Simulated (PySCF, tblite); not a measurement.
Compound: C₈H₉NSi.
Structure used (GFN2-xTB), in Å, numbered top down from 1:
```xyz
19
C8H9NSi angstrom
C      4.728    0.361    0.011
C      3.561    0.386    0.279
C      2.154    0.410    0.584
Si     1.103   -0.307   -0.834
C     -0.708   -0.207   -0.286
C     -1.759   -0.650   -1.084
C     -3.058   -0.547   -0.618
C     -3.271    0.000    0.638
C     -2.164    0.415    1.363
N     -0.925    0.315    0.919
H      5.753    0.346   -0.209
H      1.975   -0.161    1.498
H      1.849    1.439    0.784
H      1.450   -1.710   -1.098
H      1.277    0.467   -2.070
H     -1.548   -1.069   -2.056
H     -3.890   -0.886   -1.219
H     -4.266    0.101    1.043
H     -2.273    0.849    2.350
```

Computed with PBE0/pcSseg-1 in PySCF (dipole) on a GFN2-xTB geometry, gas phase.

Take the most abundant isotopes and a rigid rotor. The values belong to one conformer with, in the numbering `[CH:1]#[C:2][CH2:3][SiH2:4][c:5]1[cH:6][cH:7][cH:8][cH:9][n:10]1`, C2–C3–Si4–C5 180°, C3–Si4–C5–C6 180°.

Q: What are A, B and C (cm⁻¹)?

A: Ia = 127.59, Ib = 956.21, Ic = 1074.94 u·Å²; 505379 MHz·u·Å²/I gives 3961, 528.5 and 470.1 MHz, that is A = 0.13212, B = 0.01763, C = 0.01568 cm⁻¹.

Q: What kind of rotor is it?

A: A near-prolate asymmetric top; Ray's κ = -0.967.

Q: Is it planar, by Δ = Ic − Ia − Ib?

A: Not planar: Δ = Ic − Ia − Ib = -8.87 u·Å². For a rigid frame Δ = −2 Σ m c², so Σ m c² = 4.43 u·Å² lies off the ab plane, practically all of it from hydrogen. The atom farthest from that plane is 1.20 Å away.

Q: Give the other two planar moments, Paa and Pbb, and the rms extents of the mass along the axes.

A: Paa = Σ m a² = (Ib + Ic − Ia)/2 = 951.78 and Pbb = Σ m b² = (Ia + Ic − Ib)/2 = 123.16 u·Å². With the mass M = 147.05 u, the rms extents √(P/M) along a, b and c are 2.54, 0.92, 0.17 Å.

Q: Where do the levels up to J = 5 lie, in cm⁻¹?

A: Above 0(0,0):
J = 1: 1(0,1) 0.0333, 1(1,1) 0.1478, 1(1,0) 0.1498
J = 2: 2(0,2) 0.0999, 2(1,2) 0.2125, 2(1,1) 0.2183, 2(2,1) 0.5618, 2(2,0) 0.5618
J = 3: 3(0,3) 0.1997, 3(1,3) 0.3095, 3(1,2) 0.3212, 3(2,2) 0.6617, 3(2,1) 0.6619, 3(3,1) 1.2391, 3(3,0) 1.2391
J = 4: 4(0,4) 0.3328, 4(1,4) 0.4388, 4(1,3) 0.4583, 4(2,3) 0.7950, 4(2,2) 0.7953, 4(3,2) 1.3724, 4(3,1) 1.3724, 4(4,1) 2.1806, 4(4,0) 2.1806
J = 5: 5(0,5) 0.4988, 5(1,5) 0.6004, 5(1,4) 0.6296, 5(2,4) 0.9615, 5(2,3) 0.9623, 5(3,3) 1.5390, 5(3,2) 1.5390, 5(4,2) 2.3472, 5(4,1) 2.3472, 5(5,1) 3.3864, 5(5,0) 3.3864

Q: Which types of transition are allowed, and where do some lines up to J = 3 fall?

A: The dipole components are |μa| = 2.95 D, |μb| = 0.76 D, |μc| = 0.00 D; the mirror of this Cs structure is the ab plane, so μc vanishes by symmetry and there are no c-type lines. Intensities carry the squares of the components, which stand as 1.00 : 0.07 (a : b). Some lines, for components of 0.1 D or more:

| type | branch | J(Ka,Kc) | MHz | lower level (cm⁻¹) |
| --- | --- | --- | --- | --- |
| a | R | 1(0,1) ← 0(0,0) | 999 | 0.000 |
| a | R | 2(1,2) ← 1(1,1) | 1939 | 0.148 |
| a | R | 2(0,2) ← 1(0,1) | 1997 | 0.033 |
| a | R | 2(1,1) ← 1(1,0) | 2056 | 0.150 |
| a | R | 3(1,3) ← 2(1,2) | 2908 | 0.212 |
| a | R | 3(0,3) ← 2(0,2) | 2993 | 0.100 |
| a | R | 3(2,1) ← 2(2,0) | 2999 | 0.562 |
| a | R | 3(1,2) ← 2(1,1) | 3083 | 0.218 |
| b | Q | 1(1,0) ← 1(0,1) | 3491 | 0.033 |
| b | Q | 2(1,1) ← 2(0,2) | 3550 | 0.100 |
| b | Q | 3(1,2) ← 3(0,3) | 3640 | 0.200 |
| b | R | 2(1,2) ← 1(0,1) | 5371 | 0.033 |
| b | R | 3(1,3) ← 2(0,2) | 6283 | 0.100 |
| b | Q | 3(2,1) ← 3(1,2) | 10214 | 0.321 |
| b | Q | 2(2,0) ← 2(1,1) | 10298 | 0.218 |
| b | Q | 2(2,1) ← 2(1,2) | 10472 | 0.212 |
| b | Q | 3(2,2) ← 3(1,3) | 10560 | 0.309 |
| b | R | 2(2,1) ← 1(1,0) | 12353 | 0.150 |
| b | R | 3(2,2) ← 2(1,1) | 13293 | 0.218 |
| b | R | 3(2,1) ← 2(1,2) | 13472 | 0.212 |
| b | Q | 3(3,0) ← 3(2,1) | 17305 | 0.662 |
| b | Q | 3(3,1) ← 3(2,2) | 17308 | 0.662 |
| b | R | 3(3,1) ← 2(2,0) | 20304 | 0.562 |
| b | R | 3(3,0) ← 2(2,1) | 20304 | 0.562 |

Q: Estimate the classical rotational partition function at 10 K, 50 K and 298.15 K.

A: Point group Cs, symmetry number σ = 1; q = (√π/σ)·√((kT/h)³/(ABC)), k/h = 20836.6 MHz/K: 5370 at 10 K, 60100 at 50 K, 875000 at 298.15 K.

Its GFN2-xTB frequencies are all real (lowest 18 cm⁻¹). These are rigid-rotor constants of the computed structure; measured ground-state constants (B0) also hold zero-point vibration. Quadrupole hyperfine structure (14N) is left out.
